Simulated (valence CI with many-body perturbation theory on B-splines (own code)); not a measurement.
Which ion has this spectrum?

A relativistic CI+MBPT calculation for an atom or ion with 7 electrons gives these levels (cm⁻¹):

```csv
J,Parity,E,g
3/2,odd,0,1.99
3/2,odd,95124,0.84
5/2,odd,98437,1.20
1/2,odd,149588,0.66
3/2,odd,154443,1.30
5/2,even,446065,1.60
3/2,even,458244,1.73
1/2,even,464213,2.67
3/2,even,614315,0.80
5/2,even,614920,1.20
1/2,even,716043,1.92
3/2,even,746428,1.33
1/2,even,762533,0.75
3/2,odd,1167206,1.33
```

The energies are calculated, with errors of perhaps 400 cm⁻¹, more in some levels.

(1) Which is it?
A. S9+
B. Ar11+
C. Ca13+
D. K12+

Results:

(1) B. Ar11+, ground level 2s²2p³ ⁴S°_3/2.
